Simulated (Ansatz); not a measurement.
Ansatz (an electronic-structure program) input:
A basis named .json is the Basis Set Exchange file of that set.

Ansatz 0.2 input:
```yaml
crystal:
  periodic: [false, false, false]
  atoms:
    - {symbol: C, position_ang: [1.90235597, -0.31808874, -0.81918042]}
    - {symbol: Sn, position_ang: [0.03055222, -0.05500043, 0.23288720]}
    - {symbol: C, position_ang: [-1.46955148, -1.35801557, -0.62242059]}
    - {symbol: C, position_ang: [-0.61418144, 2.00262100, 0.05903811]}
    - {symbol: H, position_ang: [1.77088135, -0.07104969, -1.87243434]}
    - {symbol: H, position_ang: [2.23786216, -1.35147551, -0.73929658]}
    - {symbol: H, position_ang: [2.66677132, 0.33365230, -0.39759198]}
    - {symbol: H, position_ang: [0.24891107, -0.44809230, 1.89734801]}
    - {symbol: H, position_ang: [-2.41801594, -1.23454220, -0.10088102]}
    - {symbol: H, position_ang: [-1.15614574, -2.39821832, -0.54124713]}
    - {symbol: H, position_ang: [-1.61226785, -1.11444358, -1.67501852]}
    - {symbol: H, position_ang: [-0.75404606, 2.25739718, -0.99128788]}
    - {symbol: H, position_ang: [0.13373980, 2.66957264, 0.48638264]}
    - {symbol: H, position_ang: [-1.55703957, 2.14812096, 0.58504415]}
basis:
  gaussian:
    orbitals: def2-TZVPP
    fitting: {mean_field: def2-universal-jkfit, correlation: def2-TZVPP-RIFIT.json}
magnetization: {spin_polarized: false}
correlation: {method: mp2, electrons: outside_noble_gas}
```

**Question.** What final total energy does it print?

**Answer.** -333.46963 Eh (RI-MP2/def2-TZVPP). The basis has 283 functions.
